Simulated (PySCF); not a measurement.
# Dipole response of Tc (technetium, neutral)

[Kr] 4d7, high-spin 4F determinant (an excited configuration). Calculation: PySCF 2.14, in aug-cc-pVTZ-PP with one added diffuse shell each of s, p, d, f, g type with ECP28MDF (7s7p6d4f3g, 113 functions); a scalar-relativistic core potential. Coupled (time-dependent) response in atomic units; α is the mean over directions.

| method | mean α (bohr³) | C₆ (like pair) | S(−4) |
| --- | --- | --- | --- |
| UHF | 47.08 | 344.2 | 4003 |
| PBE | 69.47 | 550.4 | 9184 |
| PBE0 | 58.90 | 460.0 | 5593 |

S(−4) is the Cauchy moment in α(ω) = α(0) + S(−4) ω² + …

Spin-orbit coupling is absent.

α(iu) at PBE:

```tsv
u (hartree)	α(iu) (bohr³)
0	69.47
0.0500	55.57
0.100	41.07
0.200	26.23
0.300	19.01
0.500	11.91
0.750	7.804
1.00	5.609
1.50	3.359
2.00	2.245
3.00	1.197
5.00	0.4933
```

A single London oscillator, α(iu) = α/(1 + u²/ω²), gives C₆ = (3/4) ω α². Matching the computed C₆ needs ω = 4 × 550.4 / (3 × 69.47²) = 0.152 hartree.

Energies and moments cover only the electrons outside the core potential.
